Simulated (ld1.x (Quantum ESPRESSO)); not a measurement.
# Configuration tests for indium (ultrasoft)

indium, ultrasoft, made with ld1.x (Quantum ESPRESSO) 7.5 (PBE, scalar-relativistic). Core [Ar] 3d10 4s2, reference 4p6 4d10 5s2 5p0 (charge +1). Waves: 5s (bound): rcut 1.60, rcutus 2.00 bohr; 5s channel at 2 Ry: rcut 1.60, rcutus 2.00 bohr; 4p (bound): rcut 1.45, rcutus 1.80 bohr; 5p (bound, empty): rcut 1.45, rcutus 1.80 bohr; 4d (bound): rcut 1.35, rcutus 1.75 bohr; 4d channel at -1.55 Ry: rcut 1.35, rcutus 1.75 bohr. Local part: all-electron potential smoothed inside 1.90 bohr (lloc = -1). Core correction: a·sin(br)/r model core, default radius (core density twice the valence density). Augmentation charge: PSQ, inside the norm-conserving radii.

Energies are relative to the spin-unpolarised reference configuration 4p6 4d10 5s2 5p0; without spin polarisation the order of configurations can differ from experiment. The frozen-core shift is the all-electron ΔE with the core orbitals held at their reference shape minus the fully relaxed ΔE.

```csv
valence configuration,charge,ΔE all-electron (eV),error AE − PS (meV),frozen-core shift (meV)
4p6 4d10 5s2 5p1,0,-5.363,+1.0,-1.2
4p6 4d10 5s1 5p0,+2,19.235,-6.6,+3.1
4p6 4d10 5s2 5p1.3,-0.3,-5.895,+0.9,-1.2
4p6 4d10 5s0 5p3,0,6.584,-1.1,+0.2
4p6 4d10 5s1 5p2,0,0.478,+0.3,-0.5
```

(1) What are ΔE and the potential's error for 4p6 4d10 5s0 5p0?

(2) What are ΔE and the potential's error for 4p6 4d9 5s2 5p1?

Levels in the configuration 4p6 4d9 5s2 5p1:

```csv
level,all-electron (eV),pseudo (eV)
4p,-92.402,-92.307
4d,-32.015,-32.024
5s,-17.396,-17.390
5p,-10.132,-10.123
```

## Answers

(1) ΔE = 47.555 eV all-electron; the error (AE − PS) is -28 meV.

(2) ΔE = 19.752 eV all-electron; the error (AE − PS) is -13 meV.

A variational frozen-core shift is positive and of second order in the change. This column holds negative values, so the frozen-core run of ld1.x carries numerical noise or an error of first order here, and the column gives no more than the rough size of the effect.
